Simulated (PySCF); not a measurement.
# Telling isomers of C$_{6}$H$_{11}$O$_{2}$P apart by NMR

PySCF calculation with NMR shieldings at PBE0/pcSseg-1/GIAO and GFN2-xTB structure; rapidly exchanging positions averaged, non-relativistic, no solvent model, one conformer.

Referencing at the same level of theory: TMS for ¹H (31.72 ppm) and ¹³C (186.93 ppm). Splittings of carbon signals by F and P are missing where no couplings were computed. Where no couplings were computed, multiplicities follow the n + 1 count of equivalent neighbours, and m marks all less simple cases (inequivalent or close neighbours, rings, F or P nearby). Shifts are as computed. Against solution values, carbons near 30 ppm lie about +3 ppm off and those near 130 ppm about +5 ppm. Of 1211 compounds with measured shifts, 218 miss one by over three times the rms of a fit or turn the order of signals round; such compounds aren't used in these exercises.

(1) Tabulate the signals of `CC(=O)CP1(=O)CCC1`, `C=CP1(=O)CCOCC1` and their relative energies.

(2) What is the quickest way to tell CC(=O)CP1(=O)CCC1 from C=CP1(=O)CCOCC1?

Results:

(1) 
| SMILES | carbon types | δC | δH | E rel. (kcal/mol) |
| --- | --- | --- | --- | --- |
| CC(=O)CP1(=O)CCC1 | 1×C 4×CH2 1×CH3 | 207.7, 50.8, 41.2, 36.2, 9.3 | 2.78 (m, 2H), 2.75 (m, 2H), 2.62 (m, 2H), 2.52 (s, 3H), 1.87 (m, 1H), 1.30 (m, 1H) | 0.0 |
| C=CP1(=O)CCOCC1 | 1×CH 5×CH2 | 143.4, 142.7, 67.7, 34.7 | 6.84 (m, 1H), 6.59 (m, 1H), 6.21 (m, 1H), 4.38 (m, 2H), 4.30 (m, 2H), 1.61 (m, 2H), 1.43 (m, 2H) | 13.0 |

Energies are electronic energies at PBE0/pcSseg-1 on these geometries, without zero-point or thermal terms, each for the one conformer computed, which needn't be the lowest.

(2) Count the carbon signals: 5 against 4. The first has a ketone carbonyl carbon (C) at 207.7 ppm, the second a terminal =CH2 carbon at 143.4 ppm. In the proton spectra the most deshielded non-exchanging signals are 2.78 (m, 2H) and 6.84 (m, 1H).
